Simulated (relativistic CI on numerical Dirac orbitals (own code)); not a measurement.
# Electric-dipole lines of Pd XXII

Calculated at this level of theory: Dirac-Coulomb-Breit CI, KLI orbitals optimised for each configuration, model QED (radiative potential, 1s self-energy scaled to tabulated hydrogen-like ionisation energies), unscaled Slater integrals (own radial code, finite nucleus).

Configuration list (outside the closed core [Ne]): 3s2 3p6 3d7, 3s2 3p5 3d8, 3s2 3p4 3d9, 3s 3p6 3d8, 3p6 3d9, 3s 3p5 3d9, 3s2 3p6 3d6 4s, 3s2 3p6 3d6 4p, 3s2 3p6 3d6 4d, 3s2 3p6 3d6 4f, 3s2 3p4 3d8 4s, 3s2 3p5 3d7 4s, 3s2 3p6 3d5 4s2, 3s2 3p4 3d8 4p, 3s2 3p5 3d7 4p, 3s2 3p6 3d6 5s. Levels of other configurations are missing.

```csv
λ vac (nm),Lower,Upper,A (s⁻¹),E lower (Ry),E upper (Ry)
2.7859,3s2 3p6 3d7 4F_9/2 [1],3s2 3p6 3d6 4p 4G°_11/2 [190],4.54e+11,0.0000,32.7103
5.4749,3s2 3p6 3d7 2H_9/2 [14],3s2 3p5 3d8 2F°_7/2 [62],9.49e+11,1.4046,18.0492
5.5364,3s2 3p6 3d7 2H_11/2 [10],3s2 3p5 3d8 2G°_9/2 [58],1.14e+12,1.0451,17.5046
5.5635,3s2 3p6 3d7 2G_7/2 [9],3s2 3p5 3d8 2F°_5/2 [57],8.20e+11,1.0382,17.4177
5.5964,3s2 3p6 3d7 2F_7/2 [17],3s2 3p5 3d8 2D°_5/2 [61],7.54e+11,1.7302,18.0133
5.7493,3s2 3p6 3d7 2G_9/2 [7],3s2 3p5 3d8 2F°_7/2 [53],5.81e+11,0.7693,16.6193
5.7697,3s2 3p5 3d8 2H°_11/2 [36],3s2 3p4 3d9 2G_9/2 [132],7.01e+11,14.6849,30.4788
6.0228,3s2 3p6 3d7 4F_7/2 [2],3s2 3p5 3d8 4F°_7/2 [44],1.50e+11,0.3464,15.4768
6.1940,3s2 3p5 3d8 2G°_9/2 [58],3s2 3p4 3d9 2F_7/2 [176],1.42e+12,17.5046,32.2167
6.1959,3s2 3p6 3d7 2G_9/2 [7],3s2 3p5 3d8 4F°_7/2 [44],2.45e+11,0.7693,15.4768
6.2310,3s2 3p6 3d7 4F_7/2 [2],3s2 3p5 3d8 4D°_5/2 [40],1.87e+11,0.3464,14.9711
6.2700,3s2 3p6 3d7 4F_5/2 [3],3s2 3p5 3d8 4D°_5/2 [40],2.21e+11,0.4372,14.9711
6.4101,3s2 3p6 3d7 4F_9/2 [1],3s2 3p5 3d8 4D°_7/2 [30],3.47e+11,0.0000,14.2162
6.4563,3s2 3p6 3d7 4F_5/2 [3],3s2 3p5 3d8 4F°_3/2 [34],3.27e+11,0.4372,14.5516
6.4779,3s2 3p6 3d7 4F_7/2 [2],3s2 3p5 3d8 4F°_5/2 [31],2.18e+11,0.3464,14.4137
6.5707,3s2 3p6 3d7 4F_9/2 [1],3s2 3p5 3d8 2G°_9/2 [24],2.25e+11,0.0000,13.8687
6.6809,3s2 3p6 3d7 2H_11/2 [10],3s2 3p5 3d8 2H°_11/2 [36],1.59e+11,1.0451,14.6849
6.7286,3s2 3p6 3d7 4F_7/2 [2],3s2 3p5 3d8 4D°_7/2 [25],1.29e+11,0.3464,13.8895
6.7787,3s2 3p6 3d7 4F_9/2 [1],3s2 3p5 3d8 4G°_9/2 [23],8.92e+10,0.0000,13.4430
8.2738,3s2 3p5 3d8 4G°_11/2 [20],3s 3p6 3d8 4F_9/2 [65],1.87e+11,12.8536,23.8674
```

Terms are leading LS components. Brackets give the number of a level in order of energy, since labels repeat. The list gives strong lines, with weight on those to low levels, without lines whose two gauges differ by over a factor of 2.5, among the lowest 200 of 2739 levels, so that lines to higher ones, which can be the strongest, are missing. Levels whose partners in the same complex of configurations lie outside the list can be far off, and so can their lines. Rates are taken at the computed energies, electric ones in the length gauge.

At this charge energies of transitions that change n are usually good to better than 1 %, and those within a shell (Δn = 0) to a few per cent. Terms inside the open d or f shell come out 10 to 20 % too wide with unscaled integrals.

LS names give the leading component of a level, which can be under half, so a name can repeat, a term be missing and a line seem to break the LS rules.
